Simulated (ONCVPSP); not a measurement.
Pseudopotential generation for Be: ONCV, LDA (Perdew-Zunger), scalar-relativistic.

The input file (ONCVPSP 4.0.1):

```
# ATOM AND REFERENCE CONFIGURATION
# atsym  z   nc   nv     iexc    psfile
  Be 4.00    0    2        3      upf
#
#   n    l    f
    1    0    2.00
    2    0    1.50
#
# PSEUDOPOTENTIAL AND OPTIMIZATION
# lmax
    2
#
#   l,   rc,      ep,       ncon, nbas, qcut
    0    0.95    0.00    4    7   13.20
    1    0.95    0.10    3    7    7.20
    2    0.95    0.28    4    7   10.60
#
# LOCAL POTENTIAL
# lloc, lpopt,  rc(5),   dvloc0
    4    4    0.90    3.00
#
# VANDERBILT-KLEINMAN-BYLANDER PROJECTORs
# l, nproj, debl
    0    2    2.10
    1    3    0.70
    2    2    2.80
#
# MODEL CORE CHARGE
# icmod, fcfact, rcfact
    0    0.00    0.00
#
# LOG DERIVATIVE ANALYSIS
# epsh1, epsh2, depsh
   -6.00    5.00    0.04
#
# OUTPUT GRID
# rlmax, drl
    6.00    0.01
#
# TEST CONFIGURATIONS
# ncnf
    4
# nvcnf
#   n    l    f
    2
    1    0    2.00
    2    0    2.00
#
    2
    1    0    2.00
    2    0    1.00
#
    2
    1    0    2.00
    2    0    0.00
#
    3
    1    0    2.00
    2    0    1.00
    2    1    1.00
#
```

Command:

```bash
oncvpsp.x < Be.dat > Be.out
```

Output (shortened: citation, most of the input echo, consistency checks and plot data are left out):

```
ONCVPSP  (Optimized Norm-Conservinng Vanderbilt PSeudopotential)
scalar-relativistic version 4.0.1

#   n    l    f        energy (Ha)
    1    0    2.00    -4.0521944E+00
    2    0    1.50    -3.4786113E-01

Reference configufation results
  iterations    22
  all-electron total energy (Ha)   -1.43111586D+01

Begin loop to  construct optimized pseudo wave functions
and semi-local pseudopoentials for all angular momenta

Calculating optimized projector #   1

 for l=   0

    Fraction of norm inside rc  0.957827
    Optimizing pswf for qcut=  13.18 a_B^-1,  ecut=  86.86 Ha
    Residual kinetic energy error=  3.62D-06 Ha

    Energy error per electron        Cutoff
         Ha          eV             Ha
         0.01000     0.27211       51.34
         0.00100     0.02721       64.22
         0.00010     0.00272       74.53
         0.00001     0.00027       82.58

Calculating optimized projector #   2

 for l=   0

    Fraction of norm inside rc  0.035789
    Optimizing pswf for qcut=  13.18 a_B^-1,  ecut=  86.86 Ha
    Residual kinetic energy error=  2.51D-06 Ha

    Energy error per electron        Cutoff
         Ha          eV             Ha
         0.01000     0.27211       36.22
         0.00100     0.02721       54.38
         0.00010     0.00272       68.74
         0.00001     0.00027       80.14

   Wellstate for l =  1  n =  3
     eigenvalue =   0.1000
     asymptotic potential =   0.6000
     half-point radius =  9.3537

   Wellstate for l =  1  n =  3
     eigenvalue =   0.8000
     asymptotic potential =   1.3000
     half-point radius =  3.4043

   Wellstate for l =  1  n =  4
     eigenvalue =   1.5000
     asymptotic potential =   2.0000
     half-point radius =  4.1310

Calculating optimized projector #   1

 for l=   1

    Fraction of norm inside rc  0.032025
    Optimizing pswf for qcut=   7.19 a_B^-1,  ecut=  25.81 Ha
    Residual kinetic energy error=  1.28D-04 Ha

    Energy error per electron        Cutoff
         Ha          eV             Ha
         0.01000     0.27211        7.17
         0.00100     0.02721       16.77
         0.00010     0.00272       27.17
         0.00001     0.00027      154.74

Calculating optimized projector #   2

 for l=   1

    Fraction of norm inside rc  0.091188
    Optimizing pswf for qcut=   7.19 a_B^-1,  ecut=  25.81 Ha
    Residual kinetic energy error=  4.94D-04 Ha

    Energy error per electron        Cutoff
         Ha          eV             Ha
         0.01000     0.27211       12.97
         0.00100     0.02721       22.92
         0.00010     0.00272       47.45
         0.00001     0.00027      232.13

Calculating optimized projector #   3

 for l=   1

    Fraction of norm inside rc  0.071293
    Optimizing pswf for qcut=   7.19 a_B^-1,  ecut=  25.81 Ha
    Residual kinetic energy error=  5.70D-04 Ha

    Energy error per electron        Cutoff
         Ha          eV             Ha
         0.01000     0.27211       13.39
         0.00100     0.02721       23.48
         0.00010     0.00272       35.58
         0.00001     0.00027      225.52

   Wellstate for l =  2  n =  3
     eigenvalue =   0.2800
     asymptotic potential =   0.7800
     half-point radius =  4.9400

   Wellstate for l =  2  n =  4
     eigenvalue =   3.0800
     asymptotic potential =   3.5800
     half-point radius =  2.4759

Calculating optimized projector #   1

 for l=   2

    Fraction of norm inside rc  0.001763
    Optimizing pswf for qcut=  10.58 a_B^-1,  ecut=  55.96 Ha
    Residual kinetic energy error=  3.88D-08 Ha

    Energy error per electron        Cutoff
         Ha          eV             Ha
         0.01000     0.27211        2.13
         0.00100     0.02721        4.62
         0.00010     0.00272       11.02
         0.00001     0.00027       22.73

Calculating optimized projector #   2

 for l=   2

    Fraction of norm inside rc  0.040555
    Optimizing pswf for qcut=  10.58 a_B^-1,  ecut=  55.96 Ha
    Residual kinetic energy error=  2.43D-06 Ha

    Energy error per electron        Cutoff
         Ha          eV             Ha
         0.01000     0.27211        9.46
         0.00100     0.02721       20.05
         0.00010     0.00272       33.66
         0.00001     0.00027       47.76

Construct Vanderbilt / Kleinmman-Bylander projectors

B matrix Hermiticity error, ll=   0
   1   2    1.6037E-04

  Orthonormal projector coefficients -1.4614E+01 -4.4562E+00

B matrix Hermiticity error, ll=   1
   1   2   -5.6454E-06
   1   3    1.1282E-05
   2   3    1.0689E-05

  Orthonormal projector coefficients -1.8547E+02 -7.5472E+00 -2.6798E+00

B matrix Hermiticity error, ll=   2
   1   2    4.2788E-06

  Orthonormal projector coefficients -4.3274E+00 -1.0299E+00

Pseudoatom total energy  -13.992245

Diagnostic tests using Vanderbilt-Kleinman-Bylander pseudopotentials
  1 or more projectors used as specified by nproj input data

   l    rcore       rmatch      e in        delta e   norm test  slope test

   0   0.9502639   0.9791160  -4.0521944   0.0000040   1.0001256   1.0001055
   0   0.9502639   0.9791160  -0.3478611   0.0000036   1.0000246   1.0000212

   1   0.9502639   0.9791160   0.1000000  -0.0003982   1.0001387   1.0001387
   1   0.9502639   0.9791160   0.8000000  -0.0006059   1.0004631   1.0004631
   1   0.9502639   0.9791160   1.5000000   0.0000333   1.0006532   1.0006532

   2   0.9502639   0.9791160   0.2800000   0.0000210   1.0000658   1.0000658
   2   0.9502639   0.9791160   3.0800000   0.0001066   1.0001058   1.0001058

 Testing for bound ghosts
   n   l    E NL Schr. Eq   E Basis Diag.   E Cutoff

   1   0       -4.052190       -4.052149    209.63
   2   0       -0.347857        0.018509    209.63

   2   1       -0.210915        0.118508    332.39

 Testing for highly-localized positive-energy ghosts
       l    <radius>/rc     E Basis Diag.   E Cutoff

       1        0.456696        1.668332    332.39  WARNING - GHOST(+)

Test configuration 0

   n   l     f        eae           eps        diff
   1   0  2.0000   -4.05219438   -4.05219035    4.03D-06
   2   0  1.5000   -0.34786113   -0.34785748    3.65D-06

    Total energies and differences
      AE_ref= -1.43111586D+01  AE_tst= -1.43111586D+01  dif=  0.00D+00
      PS_ref= -1.39922452D+01  PS_tst= -1.39922452D+01  dif= -5.33D-15
      PSP excitation error=  5.33D-15

Test configuration 1

   n   l     f        eae           eps        diff
   1   0  2.0000   -3.85624477   -3.85700261   -7.58D-04
   2   0  2.0000   -0.20603218   -0.20603862   -6.44D-06

    Total energies and differences
      AE_ref= -1.43111586D+01  AE_tst= -1.44490277D+01  dif= -1.38D-01
      PS_ref= -1.39922452D+01  PS_tst= -1.41301168D+01  dif= -1.38D-01
      PSP excitation error=  2.44D-06

Test configuration 2

   n   l     f        eae           eps        diff
   1   0  2.0000   -4.27809161   -4.27688573    1.21D-03
   2   0  1.0000   -0.50153526   -0.50149594    3.93D-05

    Total energies and differences
      AE_ref= -1.43111586D+01  AE_tst= -1.40991827D+01  dif=  2.12D-01
      PS_ref= -1.39922452D+01  PS_tst= -1.37802773D+01  dif=  2.12D-01
      PSP excitation error=  8.03D-06

Test configuration 3

   n   l     f        eae           eps        diff
   1   0  2.0000   -4.80660650   -4.80162373    4.98D-03

    Total energies and differences
      AE_ref= -1.43111586D+01  AE_tst= -1.34458317D+01  dif=  8.65D-01
      PS_ref= -1.39922452D+01  PS_tst= -1.31270423D+01  dif=  8.65D-01
      PSP excitation error=  1.24D-04

Test configuration 4

   n   l     f        eae           eps        diff
   1   0  2.0000   -3.90411624   -3.90198060    2.14D-03
   2   0  1.0000   -0.22569262   -0.22562185    7.08D-05
   2   1  1.0000   -0.09570364   -0.09572671   -2.31D-05

    Total energies and differences
      AE_ref= -1.43111586D+01  AE_tst= -1.43196943D+01  dif= -8.54D-03
      PS_ref= -1.39922452D+01  PS_tst= -1.40008231D+01  dif= -8.58D-03
      PSP excitation error=  4.22D-05
```

The run took about 4.2 s on one core of a shared server CPU.
